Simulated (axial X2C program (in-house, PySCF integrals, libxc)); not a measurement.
# Working with the constants of SbSe⁺

A bond curve at the B3LYP level, with spin–orbit coupling, was computed with an in-house all-electron X2C program for linear molecules (integrals from PySCF) (basis Sb dyall-cv3z [11s12p8d4f1g], Se dyall-cv3z [8s9p6d4f1g] (cores contracted in-house)) for the state Ω = 0 (closed shell). Its fit gives Re = 2.2773 Å, ωe = 368.9 cm⁻¹, ωexe = 0.657 cm⁻¹ and αe = 1.625e-04 cm⁻¹; the masses are 120.9038 and 79.9165 u. Two-component means X2C with spin–orbit coupling and atomic mean-field Coulomb and Gaunt terms.

(1) Find the reduced mass, Be and the force constant.

(2) Give B0, the J = 1←0 line in GHz and the most populated J at 300 K (kT = 208.5 cm⁻¹).

(3) Estimate the centrifugal constant by the Kratzer relation.

(4) A Morse curve ties αe to the other constants (Pekeris). How well does that hold?

(5) Where do the fundamental and the first overtone lie?

The state is one determinant whose occupation by symmetry is held fixed; it was picked as the lowest of a PBE0 search that is not exhaustive.

Results:

(1) From the B3LYP values: μ = 48.1137 u. Be = 16.8576/(μ Re²) = 0.06756 cm⁻¹. k = 5.8918×10⁻⁷ μ ωe² = 3.86 mdyn/Å.

(2) B0 = Be − αe/2 = 0.06748 cm⁻¹; 2B0 = 4.046 GHz; J(max) ≈ √(kT/2B0) − 1/2 = 38.8, so J = 39.

(3) D = 4Be³/ωe² = 9.06e-09 cm⁻¹.

(4) αe(Morse) = 6Be²/ωe × (√(ωexe/Be) − 1) = 1.573e-04 cm⁻¹; the B3LYP curve gives 1.625e-04 cm⁻¹, a ratio of 0.97.

(5) ν(1←0) = ωe − 2ωexe = 367.6 cm⁻¹; ν(2←0) = 2ωe − 6ωexe = 733.9 cm⁻¹.
